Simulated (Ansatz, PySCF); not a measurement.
In(Br)(OH)2 (BrH₂InO₂), SMILES [OH][In]([Br])[OH]. Atoms are numbered in the order given.

```xyz
6

In    -0.0021     0.6714     0.0000
Br    -0.0178    -1.8141     0.0000
O     -1.7353     1.6575     0.0000
H     -1.5780     2.6139     0.0000
O      1.7131     1.7017     0.0000
H      2.4806     1.1110     0.0000
```

Geometry: B3LYP-D3(BJ)/def2-SVP. The structure was generated by enumeration; whether it is a known compound was not checked. The def2 effective core potentials stand for the cores of In; spin–orbit coupling is left out. Other conformers were not sampled.

Vertical ionisation energy (IE) and electron affinity (EA) in eV. Rows of orbital energies are one-electron estimates. Where ΔSCF, EOM or ADC give a negative EA the extra electron is unbound and the value depends on the basis.

```
level                                                                   IE    EA
-------------------------------------------------------------------  -----  ----
−ε(HOMO), −ε(LUMO), PBE0/def2-TZVP (PySCF)                            8.56  2.51
−ε(HOMO), −ε(LUMO), PBE/def2-TZVP (PySCF)                             7.21  3.38
ΔSCF, PBE0/def2-SVPD (Ansatz), final states of multiplicity 2 and 2  10.79  1.00
ΔSCF, PBE/def2-SVPD (Ansatz), final states of multiplicity 2 and 2   10.18  1.10
```

**Question.** What vertical singlet–triplet gap does ΔSCF give with PBE0/def2-SVPD (Ansatz, an electronic-structure program) and with PBE/def2-SVPD (Ansatz)? (An estimate is asked for; the answer gives what the named calculation found.)

**Answer.** 4.40 and 3.77 eV (triplet above singlet where positive).
